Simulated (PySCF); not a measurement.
C3H8OSn, SMILES [SnH2]([CH]=C)[O]C.

Geometry: PBE-D3(BJ)/def2-SVP. The def2 effective core potentials stand for the cores of Sn; spin–orbit coupling is left out. The values are those of a single conformer.

The numbers are results of PBE-D3(BJ)/def2-SVP (PySCF), not measurements.

Frequencies are harmonic and unscaled.

```tsv
mode	ν (cm⁻¹)	IR (km/mol)	moving atoms (share of kinetic energy)
1	41	1.2	C 53 %, H 32 %, O 8 %
2	61	2.6	O 33 %, C 33 %, H 28 %
3	99	1.2	C 47 %, H 37 %, Sn 12 %
4	136	1.0	H 92 %
5	211	2.2	C 40 %, H 34 %, O 16 %, Sn 11 %
6	226	1.1	C 50 %, H 35 %, O 14 %
7	385	21.9	H 70 %, C 22 %
8	463	47.7	H 68 %, C 22 %
9	498	24.9	H 69 %, C 22 %
10	523	70.0	O 67 %, Sn 14 %, H 10 %, C 9 %
11	539	29.6	H 48 %, C 46 %
12	612	187.6	H 90 %
13	672	83.4	H 99 %
14	940	27.2	H 72 %, C 28 %
15	960	8.6	H 86 %, C 14 %
16	993	12.9	H 94 %
17	1088	211.5	O 49 %, C 45 %
18	1132	0.4	H 76 %, C 19 %
19	1150	0.8	H 72 %, C 20 %
20	1206	11.2	H 73 %, C 27 %
21	1365	10.0	H 85 %, C 15 %
22	1414	4.5	H 95 %
23	1417	7.7	H 94 %
24	1428	40.1	H 91 %, C 8 %
25	1612	2.0	C 86 %, H 14 %
26	1813	116.4	H 99 %
27	1828	193.7	H 99 %
28	2865	135.1	H 97 %
29	2917	68.8	H 90 %, C 10 %
30	2988	44.5	H 91 %, C 9 %
31	3041	14.2	H 95 %
32	3091	2.9	H 91 %, C 9 %
33	3132	7.1	H 89 %, C 11 %
```
